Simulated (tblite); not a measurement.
Q: Give a GFN2-xTB geometry of `C/C(F)=P\c1ccoc1`.

A: 
Z-matrix in Å and degrees, rows numbered from 1:
```
C 
C   1  1.4868
F   2  1.3589  1  111.81
P   2  1.6826  1  133.37  3   178.10
C   4  1.8134  2  100.38  1     3.90
C   5  1.4268  4  128.66  2    59.41
C   6  1.3572  5  105.98  4   174.88
O   7  1.3437  6  110.82  5    -0.39
C   8  1.3393  7  107.06  6    -0.33
H   1  1.0905  2  109.06  3   -48.86
H   1  1.0851  2  111.04  3  -169.72
H   1  1.0912  2  110.25  3    68.96
H   6  1.0706  5  126.70  4    -4.59
H   7  1.0721  6  131.84  5   179.56
H   9  1.0719  5  131.23  4     5.57
```

Of the pairs four or more bonds apart, C5···H11 is among the closest relative to their van der Waals radii: 2.60 Å, 90 % of the sum of Bondi's values. P4 (phosphorus bonded to 2 C) is bent (angle 100.4°). The 4 C–C bonds span 1.357 Å (C6–C7, aromatic) to 1.487 Å (C1–C2, drawn single), a spread of 0.130 Å. The 5-membered ring C5–C6–C7–O8–C9 has internal angles of 105.1° to 111.0° (sum 540°, against 540° for a flat polygon); it is planar, 0.00 Å rms from its mean plane, widest ring torsion 1°.

The geometry is computed with GFN2-xTB (gas phase).

Point group: C1 (no symmetry element, even within 0.4 Å). Its GFN2-xTB frequencies are all real (lowest 40 cm⁻¹). The numbers are those of one conformer (C2–P4–C5–C6 59°). 3 starts were optimised and ended at 0.00, 0.02 and 0.32 kcal/mol (GFN2-xTB); the lowest of these is shown.

On an Arm Neoverse V1 with one thread, no GPU, on a shared host, this took 0.56 s of wall time. That covers the optimisation of the geometry.
